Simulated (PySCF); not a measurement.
C₃H₄BrF, SMILES FC1(Br)CC1. The structure is a stationary point at B3LYP-D3(BJ)/def2-SVP.

Method: PySCF 2.14.0 with B3LYP-D3(BJ)/def2-SVP.

Harmonic wavenumbers (cm⁻¹): 263, 284, 317, 461, 498, 755, 827, 889, 978, 1017, 1044, 1078, 1163, 1199, 1329, 1415, 1480, 3134, 3135, 3233, 3240. Rotational constants (GHz): 6.140, 2.152, 1.832; symmetry number 1.

Question: Work out the zero-point energy and the ideal-gas rigid-rotor harmonic-oscillator thermochemistry at 298.15 K and 1 atm.

Answer: ZPE = ½ Σ hcν = ½ × 27738 cm⁻¹ = 39.65 kcal/mol. H − E(el) = 43.40 kcal/mol. Entropy in cal/(mol K): translation 40.70, rotation 26.99, vibration 6.97, total 74.65. G − E(el) = 21.15 kcal/mol. Cp = 19.62 cal/(mol K).
